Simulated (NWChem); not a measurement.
Basis-set dependence for GeSe

```
Ge
Se 1 2.1689
```
Charge 0, spin multiplicity 1.

All runs are NWChem calculations. All single points use one geometry, from PBE/def2-SVP, a minimum by its harmonic frequencies.

Hartree-Fock energies in Ha, correlation energies in mHa.

The Hamiltonian is non-relativistic. The correlated methods keep 18 core orbitals frozen. The Pople sets run with spherical d functions. The structure started from a generated list of species. Coupled-cluster values serve here as a point of comparison, not as the truth.

```json
[
 {"basis": "def2-SVP", "functions": "64", "RHF": "-4474.68918", "MP2": "-437.9", "SCS-MP2": "-402.7", "CCSD": "-434.6", "CCSD+T(CCSD)": "-455.0", "CCSD(T)": "-452.6", "CR-CCSD[T]": "-450.0", "CR-CCSD(T)": "-448.2"},
 {"basis": "6-311G**", "functions": "88", "RHF": "-4475.16302", "MP2": "-488.0", "SCS-MP2": "-446.2", "CCSD": "-480.9", "CCSD+T(CCSD)": "-502.9", "CCSD(T)": "-500.4", "CR-CCSD[T]": "-497.4", "CR-CCSD(T)": "-495.5"},
 {"basis": "def2-TZVP", "functions": "96", "RHF": "-4475.25047", "MP2": "-485.5", "SCS-MP2": "-450.9", "CCSD": "-485.2", "CCSD+T(CCSD)": "-512.0", "CCSD(T)": "-509.7", "CR-CCSD[T]": "-505.5", "CR-CCSD(T)": "-503.7"},
 {"basis": "def2-QZVP", "functions": "150", "RHF": "-4475.33905", "MP2": "-613.3", "SCS-MP2": "-568.5", "CCSD": "not run", "CCSD+T(CCSD)": "not run", "CCSD(T)": "not run", "CR-CCSD[T]": "not run", "CR-CCSD(T)": "not run"}
]
```

From def2-TZVP to def2-QZVP the Hartree-Fock energy moves by -88.6 mHa and the MP2 correlation energy by -127.7 mHa, which is 21 % of its value in the larger set.
